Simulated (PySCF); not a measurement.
**Xenon: a sound run and one with changed settings**

Sound run: Xe [Xe], Xe⁺ [Kr] 4d10 5s2 5p5. Calculation: PySCF 2.14, in def2-SVP with the def2 core potential (28 electrons) (6s5p3d2f, 50 functions); a scalar-relativistic core potential. The sound run starts from symmetry-adapted Hartree-Fock orbitals and uses a fine grid where one is needed.

Changed run: radial step 0.8 in ln r (0.13 in the sound run). This setting is unsound on purpose.

| species | method | sound run (hartree) | changed run (hartree) | converged |
| --- | --- | --- | --- | --- |
| Xe | UHF | -328.29839 | -328.29839 | yes |
| Xe | MN15 | -328.55681 | -329.81491 | yes |
| Xe | TPSS | -329.24177 | -332.51866 | yes |
| Xe⁺ | UHF | -327.87704 | -327.87704 | yes |
| Xe⁺ | MN15 | -328.10949 | -329.35241 | yes |
| Xe⁺ | TPSS | -328.78719 | -332.08140 | yes |

Ionisation energy of Xe:

| method | sound run (eV) | changed run (eV) |
| --- | --- | --- |
| UHF | 11.466 | 11.466 |
| MN15 | 12.172 | 12.585 |
| TPSS | 12.370 | 11.898 |

A coarse radial grid mis-integrates the density and the exchange-correlation energy, with errors of either sign; Hartree-Fock needs no grid.

For comparison, NIST gives 12.130 eV between the lowest levels.
